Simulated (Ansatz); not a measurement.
Start from `[Cl][Al]([Cl])[SeH]` and change one atom or group to get `C=[CH][Al]([Cl])[Cl]`.

Ansatz, PBE0-D4/def2-TZVP geometries, multiplicity 1. Each molecule was computed in one conformer, which needn't be the lowest.

Scalar relativity is left out up to krypton.

```json
{"property": "LUMO energy (PBE/def2-TZVPP) / eV", "`[Cl][Al]([Cl])[SeH]`": "-1.94"}
{"property": "size of the dipole moment (ωB97M-V/def2-TZVPP) / D", "`[Cl][Al]([Cl])[SeH]`": "0.97"}
{"property": "HOMO–LUMO gap (ωB97M-V/def2-TZVPP) / eV", "`[Cl][Al]([Cl])[SeH]`": "10.55"}
{"property": "HOMO energy (PBE0/def2-TZVPP) / eV", "`[Cl][Al]([Cl])[SeH]`": "-7.82"}
{"property": "size of the dipole moment (B3LYP/def2-TZVPP) / D", "`[Cl][Al]([Cl])[SeH]`": "1.04"}
{"property": "ideal-gas entropy at 298 K and 1 bar (rigid rotor, harmonic PBE0-D4/def2-TZVP) / J/(mol·K)", "`[Cl][Al]([Cl])[SeH]`": "352"}
```

(1) Give the same properties after the change, and the shifts. (An estimate is asked.)

Answers

(1) Computed: 
| property | `C=[CH][Al]([Cl])[Cl]` | shift |
| --- | --- | --- |
| LUMO energy (PBE/def2-TZVPP) / eV | -2.49 | -0.55 |
| size of the dipole moment (ωB97M-V/def2-TZVPP) / D | 2.11 | 1.14 |
| HOMO–LUMO gap (ωB97M-V/def2-TZVPP) / eV | 11.03 | 0.48 |
| HOMO energy (PBE0/def2-TZVPP) / eV | -8.53 | -0.71 |
| size of the dipole moment (B3LYP/def2-TZVPP) / D | 2.14 | 1.10 |
| ideal-gas entropy at 298 K and 1 bar (rigid rotor, harmonic PBE0-D4/def2-TZVP) / J/(mol·K) | 357 | 5 |

With PBE0 the HOMO falls by 0.71 eV and the LUMO falls by 0.51 eV, so the gap widens by about 0.20 eV. PBE moves the HOMO by -0.74 eV and ωB97M-V by -0.82 eV. The zero-point energy changes by 88.3 kJ/mol with +9 modes. Dipoles are sizes alone; their direction can turn.

B3LYP here is the variant with VWN-RPA as its local correlation; programs differ in this.

Spin–orbit coupling is left out; it splits and shifts lone-pair levels of the heavy atoms by tenths of an eV.
